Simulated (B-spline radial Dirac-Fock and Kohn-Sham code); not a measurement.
Kohn-Sham estimates against Dirac-Fock for the levels of V⁶⁺

System: the V⁶⁺ ion, [Ne] 3s2 3p5.

The density-functional columns are spherical, spin-unpolarised Dirac-Kohn-Sham results without Breit or QED terms: −ε is minus the orbital energy of the initial state and ΔSCF the difference of two total energies. The reference in the last column comes from Dirac-Fock energy differences between relaxed states, corrected for Breit and QED terms. All numbers are from a B-spline atomic structure program, in eV; a selection of levels is shown.

```tsv
level	PBE −ε	PBE ΔSCF	LDA −ε	LDA ΔSCF	Dirac-Fock
1s	5474.2	5618.6	5460.8	5604.8	5596.7
2s	713.4	743.9	711.9	742.5	761.0
2p1/2	618.8	653.5	618.5	653.3	652.8
3s	168.0	180.1	167.6	179.8	183.6
3p	140.4	152.3	140.4	152.3	150.6
```

Question: Order the estimates of the K (1s) level by their distance from the Dirac-Fock value, nearest first.
A. PBE −ε
B. PBE ΔSCF
C. LDA ΔSCF
D. LDA −ε

Answer: C (8.0 eV), B (21.9 eV), A (122.6 eV), D (136.0 eV).

Values without a named source are computed, but for edge energies of neutral atoms, which are taken from tables.
